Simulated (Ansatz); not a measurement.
Born–Oppenheimer molecular dynamics of BH8NSSi3 (14 atoms, charge 0, multiplicity 1). It starts from a relaxed structure.

Method: Ansatz 0.2.0, RKS r2SCANh-D4/STO-3G.

```json
{"ensemble": "NVT, Nosé–Hoover chain", "time step": "0.5 fs", "steps asked": "202", "set temperature": "300 K", "thermostat": "time constant 20 fs, chain length 3", "seed": "639118"}
```

First frame:

```xyz
14
Properties=species:S:1:pos:R:3
N 0.928 -2.154 -0.589
Si 1.360 -1.148 0.827
Si -0.010 0.646 0.877
Si -0.440 1.949 -0.914
B -2.234 1.172 -0.684
S -2.121 0.088 0.685
H -0.024 -2.563 -0.419
H 1.542 -3.006 -0.581
H 1.299 -1.871 2.088
H 2.738 -0.755 0.644
H 0.158 1.316 2.153
H 0.301 1.609 -2.109
H -0.272 3.369 -0.686
H -3.238 1.319 -1.262
```

Question: How far do the bonds stretch over the last three quarters of this one trajectory? (Pairs bonded in most of those frames.)

Answer: 
```json
{"bond": "N1–Si2", "mean (Å)": "1.791", "spread (Å)": "0.019", "shortest": "1.76", "longest": "1.82"}
{"bond": "N1–H7", "mean (Å)": "1.053", "spread (Å)": "0.024", "shortest": "1.01", "longest": "1.09"}
{"bond": "N1–H8", "mean (Å)": "1.051", "spread (Å)": "0.028", "shortest": "1.01", "longest": "1.09"}
{"bond": "Si2–Si3", "mean (Å)": "2.244", "spread (Å)": "0.033", "shortest": "2.18", "longest": "2.28"}
{"bond": "Si2–H9", "mean (Å)": "1.460", "spread (Å)": "0.040", "shortest": "1.39", "longest": "1.53"}
{"bond": "Si2–H10", "mean (Å)": "1.460", "spread (Å)": "0.080", "shortest": "1.33", "longest": "1.58"}
{"bond": "Si3–Si4", "mean (Å)": "2.259", "spread (Å)": "0.033", "shortest": "2.20", "longest": "2.31"}
{"bond": "Si3–S6", "mean (Å)": "2.196", "spread (Å)": "0.024", "shortest": "2.16", "longest": "2.23"}
{"bond": "Si3–H11", "mean (Å)": "1.452", "spread (Å)": "0.016", "shortest": "1.43", "longest": "1.48"}
{"bond": "Si4–B5", "mean (Å)": "1.973", "spread (Å)": "0.041", "shortest": "1.90", "longest": "2.05"}
{"bond": "Si4–H12", "mean (Å)": "1.447", "spread (Å)": "0.023", "shortest": "1.41", "longest": "1.49"}
{"bond": "Si4–H13", "mean (Å)": "1.452", "spread (Å)": "0.046", "shortest": "1.38", "longest": "1.52"}
{"bond": "B5–S6", "mean (Å)": "1.753", "spread (Å)": "0.019", "shortest": "1.72", "longest": "1.79"}
{"bond": "B5–H14", "mean (Å)": "1.172", "spread (Å)": "0.042", "shortest": "1.11", "longest": "1.24"}
```

Mean temperature of the second half: 321 K. The conserved energy stayed within 0.54 meV per atom of its start (net change 0.32 meV per atom), so the integration is sound. A run of 0.1 ps of so small a system gives no equilibrium averages. Limits of this set-up: minimal basis.

Time of the run: 21 min on 1 thread of Arm Neoverse V2, on a shared host, peak memory 0.18 GiB.
